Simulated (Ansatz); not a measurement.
Computed with Ansatz on PBE0-D4/def2-TZVP structures; ΔE is electronic, products minus reactants. CBS: MP2 limit from def2 TZ/QZ plus the TZ coupled-cluster correction, frozen cores. For Se outer-core shells are correlated without core-valence functions, which leaves a few kJ/mol of doubt a bond. Scalar relativity is left out up to krypton. One conformer a species, not always the lowest.

Consider the ligand exchange at the Se–C bond: `NC(F)[SeH]` + `OPO` → `OP(O)[SeH]` + `NCF`.

`NC(F)[SeH]`:

Z-matrix (Å, degrees):
```
C
F 1 1.371
Se 1 1.987 2 107.8
N 1 1.403 2 110.3 3 122.9
H 1 1.090 2 107.9 3 -116.7
H 3 1.469 1 95.5 2 -50.0
H 4 1.008 1 113.5 2 151.9
H 4 1.010 1 114.3 2 -78.7
```

`OPO`:

Z-matrix (Å, degrees):
```
P
O 1 1.632
O 1 1.647 2 104.0
H 1 1.428 2 98.9 3 94.9
H 2 0.963 1 114.2 3 -52.9
H 3 0.961 1 110.6 2 -99.7
```

`OP(O)[SeH]`:

Z-matrix (Å, degrees):
```
P
O 1 1.627
Se 1 2.307 2 103.3
O 1 1.628 2 92.8 3 -102.7
H 2 0.962 1 110.5 3 -92.5
H 3 1.471 1 93.0 2 -46.8
H 4 0.963 1 110.9 2 169.6
```

`NCF`:

Cartesian coordinates in Å:
```
N 0.889 -0.026 -0.089
C -0.509 -0.047 -0.201
F -1.177 0.247 1.000
H 1.248 0.884 0.164
H 1.241 -0.722 0.553
H -0.841 0.702 -0.924
H -0.849 -1.040 -0.502
```

```json
{"species": "`NC(F)[SeH]`", "CCSD(T)/CBS(def2) energy (Eh)": "-2595.64140"}
{"species": "`OPO`", "CCSD(T)/CBS(def2) energy (Eh)": "-493.12147"}
{"species": "`OP(O)[SeH]`", "CCSD(T)/CBS(def2) energy (Eh)": "-2893.84743"}
{"species": "`NCF`", "CCSD(T)/CBS(def2) energy (Eh)": "-194.94856"}
```

Q: Work out ΔE.

A: ΔE = (-2893.84743) + (-194.94856) − (-2595.64140) − (-493.12147) = -0.03312 Eh = -0.90 eV.

Q: What do rigid-rotor, harmonic-oscillator terms from PBE0-D4/def2-TZVP frequencies (298.15 K, 1 bar) make of the CCSD(T)/CBS value? (Estimate.)

A: The calculation gave: ΔZPE = +0.05 eV, ΔH = -0.84 eV, ΔS = 10 J/(mol·K), ΔG = -0.87 eV.

Largest T1 diagnostic among the species: 0.013.

At CCSD(T), def2-SVP lies +0.08 eV from the extrapolated value and def2-TZVPP +0.07 eV. Leaving LDA and LC-ωPBE aside and taking each functional with its dispersion term where it has one, the values, not all of them listed here, spread over 0.12 eV, from r2SCAN-D4 to ωB97X-V.
